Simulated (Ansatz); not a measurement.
```yaml
crystal:
  periodic: [false, false, false]
  atoms:
    - {symbol: Co, position_ang: [1.167744, 0.362726, 1.008984]}
    - {symbol: Si, position_ang: [-1.204737, 0.886510, 0.469640]}
    - {symbol: Si, position_ang: [0.404714, 0.392386, -1.335724]}
    - {symbol: Si, position_ang: [0.636795, 2.371591, -0.048629]}
    - {symbol: Si, position_ang: [-1.520501, -1.032527, -1.043041]}
    - {symbol: Si, position_ang: [1.078369, -1.681148, -0.355371]}
    - {symbol: Si, position_ang: [-0.562383, -1.299548, 1.304143]}
basis:
  gaussian: {orbitals: def2-TZVP, initial_orbitals: start.molden}
magnetization: {spin_polarized: true, initial_magnetization: 5}
hamiltonian: {xc: {name: CAM-B3LYP}, dispersion: d4}
scf: {omitted_lower_state_checks: [starts]}
output: {orbitals: {seedname: orbitals}}
```

The file start.molden holds the orbitals of an earlier run on this structure, at another level or in another basis.

```sh
$ ansatz run in.yaml --threads 4 --pin off --events-out ev --progress --plain --max-ram 4787MiB
```

Problem. Does this run fit into the memory that it is given?

Solution. No. It has 267 basis functions, and Ansatz plans for 4.80 GiB where 4.67 GiB are given.
